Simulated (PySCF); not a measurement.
Ni¹⁶⁺ (nickel, charge +16): Hartree-Fock from Schrödinger to Dirac-Coulomb-Breit

Occupied: 1s1/2, 2s1/2, 2p1/2, 2p3/2, 3s1/2. Hartree-Fock calculated with PySCF 2.14 in an even-tempered Gaussian basis (21 s from 0.64 bohr⁻², ratio 2.3; 15 p from 0.77 bohr⁻², ratio 2.3), Gaussian nucleus throughout. NR is non-relativistic, sf-X2C the spin-free one-electron X2C Hamiltonian, X2C adds the bare one-electron spin-orbit term, X2C-SNSO screens it by Boettger's factors, DC is four-component Dirac-Coulomb, and the Gaunt and Breit terms are added at first order (total energies over the DC spinors, levels after relaxing the spinors in that mean field). QED terms are absent. Levels marked empty are virtual spinors of this ion; the basis has s and p functions only, so 3d, which can lie below the n = 4 levels, is absent.

| level (eV) | NR | sf-X2C | X2C | X2C-SNSO |
| --- | --- | --- | --- | --- |
| 1s1/2 | -8887.2 | -8974.8 | -8974.7 | -8974.7 |
| 2s1/2 | -1576.4 | -1596.9 | -1596.9 | -1596.9 |
| 2p1/2 | -1443.4 | -1448.1 | -1461.4 | -1460.4 |
| 2p3/2 | -1443.4 | -1448.1 | -1441.6 | -1442.1 |
| 3s1/2 | -562.04 | -567.16 | -567.16 | -567.16 |
| 3p1/2 (empty) | -493.19 | -494.71 | -497.33 | -497.14 |
| 3p3/2 (empty) | -493.19 | -494.71 | -493.44 | -493.53 |
| 4s1/2 (empty) | -270.85 | -272.72 | -272.72 | -272.72 |

Where do the four-component calculations put these levels?

1s1/2: DC -8978.8, DC+Gaunt -8968.7, DC+Breit -8969.2; 2s1/2: DC -1597.2, DC+Gaunt -1596.4, DC+Breit -1596.5; 2p1/2: DC -1460.5, DC+Gaunt -1459.1, DC+Breit -1459.2; 2p3/2: DC -1442.3, DC+Gaunt -1441.3, DC+Breit -1441.5; 3s1/2: DC -567.24, DC+Gaunt -567.06, DC+Breit -567.07; 3p1/2 (empty): DC -497.15, DC+Gaunt -496.87, DC+Breit -496.91; 3p3/2 (empty): DC -493.57, DC+Gaunt -493.38, DC+Breit -493.42; 4s1/2 (empty): DC -272.74, DC+Gaunt -272.68, DC+Breit -272.69 (eV).

```json
{"Hamiltonian": "NR", "E (hartree)": "-1380.8454", "E − E(DC) (hartree)": "12.3720", "CPU seconds": "0.43"}
{"Hamiltonian": "sf-X2C", "E (hartree)": "-1392.9749", "E − E(DC) (hartree)": "0.2425", "CPU seconds": "0.25"}
{"Hamiltonian": "X2C", "E (hartree)": "-1393.0100", "E − E(DC) (hartree)": "0.2073", "CPU seconds": "0.33"}
{"Hamiltonian": "X2C-SNSO", "E (hartree)": "-1393.0051", "E − E(DC) (hartree)": "0.2122", "CPU seconds": "0.33"}
{"Hamiltonian": "DC", "E (hartree)": "-1393.2174", "E − E(DC) (hartree)": "0.0000", "CPU seconds": "12"}
{"Hamiltonian": "DC+Gaunt", "E (hartree)": "-1392.5966", "E − E(DC) (hartree)": "0.6208", "CPU seconds": "22"}
{"Hamiltonian": "DC+Breit", "E (hartree)": "-1392.6484", "E − E(DC) (hartree)": "0.5689", "CPU seconds": "68"}
```

Weight of the small component: 1s1/2 0.0102, 2s1/2 0.00199, 2p1/2 0.00193, 2p3/2 0.00191, 3s1/2 0.000622, 3p1/2 0.000583, 3p3/2 0.000577, 4s1/2 0.000284.

Koopmans' value for the highest occupied level at DC+Breit: 567.07 eV, against an ionisation energy of 571.07 ± 0.12 eV (semi-empirical (NIST evaluation); NIST Atomic Spectra Database, ionization energies); the former lacks relaxation, correlation, QED and recoil.

The whole ladder took 110 s of wall time on 1 thread of Neoverse-V2 (shared host), launched as `OMP_NUM_THREADS=1 python relrun2.py TASK.json OUT` (a driver that calls PySCF for each Hamiltonian).
